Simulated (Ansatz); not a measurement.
CH4ClFOSn can be A, `O[CH2][SnH]([F])[Cl]`, or B, `[OH][SnH]([F])[CH2]Cl`.

Program: Ansatz. Geometries: PBE0-D4/def2-TZVP. ΔE: electronic, gas phase. CCSD(T)/CBS adds triple-zeta CCSD(T) − MP2 to the extrapolated MP2 energy (def2 sets, frozen cores). DFT in def2-TZVPP. B3LYP here is the variant with VWN-RPA as its local correlation; programs differ in this. Elements past krypton have def2 core potentials. For Sn outer-core shells are correlated without core-valence functions, which leaves a few kJ/mol of doubt a bond. Each species was taken in one conformer, which may not be the lowest.

Question: Which is lower in electronic energy at CCSD(T)/CBS, and by how much? (Estimate.)

Answer: Computed: A, by 7.5 kcal/mol.

Question: Give E(B) − E(A) in kcal/mol with B2PLYP, CCSD/def2-TZVPP, MP2/def2-TZVPP, B3LYP-D4, ωB97M-V, PBE-D4, HF/def2-TZVPP. (Best estimate.)

Answer: The calculation gave: B2PLYP 8.7, CCSD/def2-TZVPP 8.8, MP2/def2-TZVPP 6.9, B3LYP-D4 9.6, ωB97M-V 9.2, PBE-D4 8.7, HF/def2-TZVPP 13.2. None reverses the order clearly.

Largest T1 diagnostic: 0.013.

From PBE to PBE0 (25 % exact exchange), in def2-TZVPP and without D4, E(B) − E(A) moves by +1.2 kcal/mol. In def2-TZVPP, CCSD(T) changes the Hartree–Fock value by −5.3 kcal/mol (the triples alone add −0.9 kcal/mol) and MP2 by −6.2 kcal/mol.
